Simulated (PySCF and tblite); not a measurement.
Results of a calculation; reference values are marked as such.
5 regioisomers of C₅H₇B₂NO₃:

```csv
isomer,SMILES
A,[CH3:1][O:2][c:3]1[cH:4][n:5][b:6][c:7]([B:8]([OH:9])[OH:10])[cH:11]1
B,[CH3:1][O:2][c:3]1[cH:4][cH:5][n:6][b:7][c:8]1[B:9]([OH:10])[OH:11]
C,[CH3:1][O:2][c:3]1[cH:4][cH:5][c:6]([B:7]([OH:8])[OH:9])[b:10][n:11]1
D,[CH3:1][O:2][c:3]1[cH:4][n:5][b:6][cH:7][c:8]1[B:9]([OH:10])[OH:11]
E,[CH3:1][O:2][c:3]1[cH:4][c:5]([B:6]([OH:7])[OH:8])[cH:9][b:10][n:11]1
```

Protocol: conformer search, at most 4 conformers an isomer, GFN2-xTB geometries, energies PBE0/def2-SVP (D3(BJ) added where defined), weights at 298.15 K with GFN2-xTB thermal terms. Programs: PySCF with density fitting and tblite.

Equilibrium rotational constants and dipole components of each isomer's leading conformer, in random order:

```csv
set,A (MHz),B (MHz),C (MHz),abs μa,abs μb,abs μc (D)
P,1443,1042,607,0.89,3.34,0.00
Q,2738,623,511,0.37,0.43,0.28
R,3617,527,461,0.20,0.53,0.07
S,2455,618,495,0.85,1.69,0.02
T,1486,1087,630,0.35,1.76,0.01
```

(1) Match sets and isomers.

The whole study took 11 min on 1 thread of AMD EPYC 9R45 96-Core, shared host (rough), peak memory 0.77 GiB, launched as `OMP_NUM_THREADS=1 python ens_run.py task.json out`.

Answers

(1) P is B (Cs), Q is E (C1), R is C (Cs), S is A (Cs), T is D (Cs).
